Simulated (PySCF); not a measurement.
## ReSF2, doublet: structure and spectrum

These are results of UPBE in PySCF with Re def2-SVP with ECP60, S def2-SVP, F def2-SVP; scalar-relativistic core potentials, no spin–orbit coupling; density-fitted integrals, not measurements.

The structure is a minimum.

Coordinates in bohr (charge 0 multiplicity 2):
```
Re    0.0000    0.0000   -0.2435
S     0.0000    0.0000    3.6753
F     3.0975    0.0000   -1.8906
F    -3.0975    0.0000   -1.8906
```

| Property | Result |
| --- | --- |
| Point group | C2v |
| Bond lengths | Re–F 1.856 Å (×2), Re–S 2.074 Å |
| Bond angles | F–Re–F 124.0°, F–Re–S 118.0° (×2) |
| Atomisation energy without zero-point energy | 1516 kJ/mol |
| Highest occupied level (β) | -5.49 eV |
| Principal polarisabilities | 45.2, 47.4, 69.0 bohr³ |
| Principal quadrupole moments (Buckingham, traceless) about the centre of mass | -3.66, -0.79, 4.45 D Å |
| Spin squared ⟨S²⟩ | 0.762 |
| Rotational symmetry number | 2 |
| Zero-point energy | 14.4 kJ/mol |
| Dipole moment | 0.49 D |
| Heat capacity Cp at 298.15 K | 68.8 J/(mol K) |
| Entropy at 298.15 K and 1 bar (electronic part: spin only) | 328.4 J/(mol K) |
| Lowest empty level (α) | -4.81 eV |
| Enthalpy at 298.15 K above 0 K | 16.04 kJ/mol |
| Rotational constants | 0.1651, 0.104, 0.06382 cm⁻¹ |

Harmonic modes (masses in u: Re 186.956, S 31.972, F 18.998):
```tsv
symmetry	ω (cm⁻¹)	IR (km/mol)	μ (u)	type
b2	126	1.3	26.39	bend
b1	156	0.1	26.39	bend
a1	172	0.5	20.74	bend
a1	580	17.2	35.85	stretch
b2	679	109	21.67	stretch
a1	693	61.4	19.91	stretch
```

In C2v the vibrations span 2b2 + b1 + 3a1. Here b1 is antisymmetric to the molecular plane and b2 lies in it.

Charges (e):
```tsv
atom	Mulliken	Löwdin	polar tensor	spin (Mulliken)	Mayer order to Re1
Re1	0.56	-0.22	1.15	1.00	–
S2	-0.06	0.36	-0.26	-0.12	2.43
F3,4	-0.25	-0.07	-0.45	0.06	1.12
```

Mulliken populations on Re1 (electrons outside its core potential): s 2.89, p 6.29, d 5.16, f 0.09.

Formally Re is in oxidation state +4, d3, with 1 unpaired electron (the high-spin count would be 3). The Mulliken spin on Re is 1.00. The polar-tensor charge on Re, 1.15, is far below the formal one.

Only a few start shapes were tried, so a lower isomer may exist. Other spin states or occupations of the open shell can lie lower. No spin–orbit coupling is included, which matters more the heavier the element.

The final relaxation and frequency run took about 80 core-seconds on a shared host.
